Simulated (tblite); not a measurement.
Compound: C₈H₈F₂.
Atom-mapped SMILES: `[CH3:1][C:2]#[C:3][C@@H:4]([F:5])[C:6]1=[CH:7][CH2:8][C@@H:9]1[F:10]` (hydrogens: H11, H12, H13 on C1; H14 on C4; H15 on C7; H16, H17 on C8; H18 on C9)

Computed geometry: GFN2-xTB, gas phase.

(1) Give the optimised bond lengths and angles.

Results:

(1) 
```csv
bond,length (Å)
C1–C2,1.444
C2≡C3,1.199
C3–C4,1.456
C4–F5,1.387
C4–C6,1.492
C6=C7,1.333
C7–C8,1.506
C8–C9,1.550
C9–F10,1.373
C6–C9,1.509
"C1–H11, C1–H12, C1–H13",1.089
C4–H14,1.102
C7–H15,1.073
C8–H16,1.089
C8–H17,1.088
C9–H18,1.094
```

Bonds in one row agree within 0.01 Å and their mean is given. A selection of angles:
```csv
angle,degrees
C2–C1–H11,110.0
H11–C1–H12,109.2
C1–C2–C3,178.8
C2–C3–C4,177.3
C3–C4–F5,110.3
C3–C4–C6,110.1
C3–C4–H14,110.0
F5–C4–C6,109.8
F5–C4–H14,106.1
C6–C4–H14,110.5
C4–C6–C7,136.4
C4–C6–C9,130.0
C7–C6–C9,93.6
C6–C7–C8,94.6
C6–C7–H15,133.7
C8–C7–H15,131.7
C7–C8–C9,85.5
C7–C8–H16,116.5
C7–C8–H17,114.9
C9–C8–H16,115.4
C9–C8–H17,112.9
H16–C8–H17,109.9
C8–C9–F10,115.1
C8–C9–H18,116.2
F10–C9–H18,106.8
C6–C9–C8,86.2
C6–C9–F10,115.9
C6–C9–H18,116.1
```

Dihedral angles: C3–C4–C6–C7 -118° (anticlinal); C4–C6–C7–C8 -179° (antiperiplanar); C6–C7–C8–C9 -3° (synperiplanar); C7–C8–C9–F10 119° (anticlinal); C4–C6–C9–C8 179° (antiperiplanar).

The 4-membered ring C6–C7–C8–C9 has internal angles of 85.5° to 94.6°; it is almost planar, 0.02 Å rms from its mean plane, widest ring torsion 3°. The 8 C–C bonds span 1.199 Å (C2≡C3, drawn triple) to 1.550 Å (C8–C9, drawn single), a spread of 0.351 Å.

Point group: C1 (no symmetry element, even within 0.4 Å). Its GFN2-xTB frequencies are all real (lowest 24 cm⁻¹). The numbers are those of one conformer. 3 starts were optimised and ended at 0.00, 0.01 and 2.23 kcal/mol (GFN2-xTB); the lowest of these is shown.

On Arm Neoverse N1, one thread, on a shared host, this took 0.52 s. That covers the optimisation of the geometry.
